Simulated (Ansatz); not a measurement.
Cost and result for the atomization energy of C₄H₃F₅, SMILES `F/C(=C/C(F)F)C(F)F` (12 atoms, 11 bonds).

```xyz
12

F     0.6248   -1.7506   -1.3738
C     0.3279   -0.6731   -0.6400
C    -0.5913   -0.7621    0.3034
C    -1.0423    0.3096    1.2302
F    -0.9241   -0.1455    2.5060
F    -2.3649    0.5491    1.0203
C     1.1764    0.4736   -1.1111
F     0.7569    1.6553   -0.6148
F     2.4543    0.2836   -0.7089
H    -1.0796   -1.7218    0.4410
H    -0.5066    1.2530    1.1528
H     1.1686    0.5289   -2.2050
```

Total charge 0; spin multiplicity 1. Geometry: relaxed with PBE0-D4/def2-TZVP. It is one conformer, not always the lowest. Program: Ansatz. All runs use 2 threads of an AMD EPYC 7R13 on a shared host and a share of an NVIDIA H100 80 GB. Times are those of one run each, without the atoms' runs, and a repeat can differ threefold. Electronic energies, without spin–orbit coupling; frozen cores. CCSD(T)/CBS adds CCSD(T) − MP2 in def2-TZVPP to the MP2 limit, and its time is that of the two runs behind it. T1 = 0.012.

CCSD(T)/CBS is a level of theory with its own doubt, some kJ/mol a heavy atom from the limit and from the frozen cores, so smaller differences don't rank the functionals.

```tsv
level	functions	wall time	atomization (kJ/mol)	difference from CCSD(T)/CBS	per bond
B97M-V/def2-TZVPP	321	8 s	5048.7	12.9	1.2
CCSD(T)/def2-SVP	141	8.5 s	4809.4	-226.4	-20.6
PBE0-D4/def2-TZVPP	321	9.6 s	5098.4	62.6	5.7
BHLYP-D4/def2-TZVPP	321	9.6 s	4773.1	-262.7	-23.9
r2SCAN-D4/def2-TZVPP (with forces)	321	10 s	5085.5	49.7	4.5
ωB97M-V/def2-TZVPP (with forces)	321	10 s	5067.1	31.3	2.8
ωB97X-V/def2-TZVPP	321	10 s	5062.4	26.6	2.4
revPBE-D4/def2-TZVPP	321	11 s	5091.6	55.8	5.1
CAM-B3LYP-D4/def2-TZVPP	321	11 s	5084.3	48.5	4.4
PBE-D4/def2-TZVPP (with forces)	321	12 s	5290.4	254.6	23.1
MP2/def2-QZVPP	603	15 s	5183.6	147.8	13.4
CCSD(T)/def2-TZVPP	321	20 s	4898.6	-137.2	-12.5
CCSD(T)/CBS(def2)	–	35 s	5035.8	0.0	0.0
```

From r2SCAN to r2SCAN0 (25 % exact exchange), in def2-TZVPP and without D4, the atomization energy moves by −152.9 kJ/mol: exact exchange takes away binding that semilocal exchange gives to molecules. The D4 term adds +37.7 kJ/mol with B3LYP and +20.0 kJ/mol with PBE0; it sums over pairs of atoms, weighted by their polarisabilities, and B3LYP, whose exchange is more repulsive, gets the larger term. At CCSD(T), def2-SVP lies −226.5 kJ/mol from the extrapolated value and def2-TZVPP −137.3 kJ/mol: correlation converges slowly with the basis, and small sets miss more of it in the bonded molecule than in its fragments.

B3LYP here is the variant with VWN-RPA as its local correlation; programs differ in this.
